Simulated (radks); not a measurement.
Values are calculated unless marked as measured or tabulated.
Fractional charge and spin in the 4p shell of rubidium: the spin-up occupation runs from 2 to 3 and the spin-down occupation from 2 to 3; the fullest corner is Rb, [Ar] 3d10 4s2 5s(up 0.5, down 0.5) 4p(up 3, down 3). Code: a radial shooting solver on a logarithmic mesh with Libxc functionals. Model: scalar-relativistic Kohn-Sham, PBE, spin-polarised, spherical densities, finite nucleus; Fermi nuclear charge, rms radius of each element as measured or else 0.836 A^(1/3) + 0.57 fm. Energy (eV) minus the two flat planes that join the four corners (they meet along the diagonal where the two added fractions sum to one electron); zero is where a piecewise linear energy would lie.

| down \ up | 2 | 2.25 | 2.5 | 2.75 | 3 |
|---|---|---|---|---|---|
| 2 | 0.000 | -1.090 | -1.444 | -1.076 | 0.000 |
| 2.25 | -1.090 | -1.381 | -0.953 | 0.179 | -0.964 |
| 2.5 | -1.444 | -0.953 | 0.239 | -0.849 | -1.271 |
| 2.75 | -1.076 | 0.179 | -0.849 | -1.214 | -0.941 |
| 3 | 0.000 | -0.964 | -1.271 | -0.941 | 0.000 |

Corners above the fullest one (they belong to Rb+ and the next ion): (up 3, down 2) 20.902 eV, (up 2, down 3) 20.902 eV, (up 2, down 2) 53.652 eV. With half an added electron in each spin the energy lies 0.239 eV from the planes, and with half an added electron in spin up alone -1.444 eV. The planes are only a guide here: the flat-plane condition holds for ground states with one frontier orbital, while this shell lies below other occupied shells, so the corners above the fullest one are inner-hole states and not the ground states of those ions.
